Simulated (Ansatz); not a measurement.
The same isomerisation along the group V, Nb, Ta.

Calculated with Ansatz (gas phase, PBE0-D4/def2-TZVP geometries, no zero-point term in ΔE). CCSD(T)/CBS is the MP2 limit (def2-TZVPP, def2-QZVPP) plus CCSD(T) − MP2 in def2-TZVPP, frozen cores. DFT in def2-TZVPP. Elements past krypton have def2 core potentials. For Nb, Ta, V outer-core shells are correlated without core-valence functions, which leaves a few kJ/mol of doubt a bond. Scalar relativity is left out up to krypton. Each species was taken in one conformer, which may not be the lowest.

| reaction | CCSD(T)/CBS(def2) (kJ/mol) |
| --- | --- |
| `[NH]=[V]([OH])([OH])[OH]` → `[NH2][V](=[O])([OH])[OH]` | -42 |
| `[NH]=[Nb]([OH])([OH])[OH]` → `[NH2][Nb](=[O])([OH])[OH]` | ? |
| `[NH]=[Ta]([OH])([OH])[OH]` → `[NH2][Ta](=[O])([OH])[OH]` | -71 |

Task: Fill in the missing values. (An estimate is asked.)

Result: Computed: `[NH]=[Nb]([OH])([OH])[OH]` → `[NH2][Nb](=[O])([OH])[OH]`: -61.7 kJ/mol.

Largest T1 diagnostic: 0.033, for `[NH2][V](=[O])([OH])[OH]`, so its coupled-cluster energy is less sure.
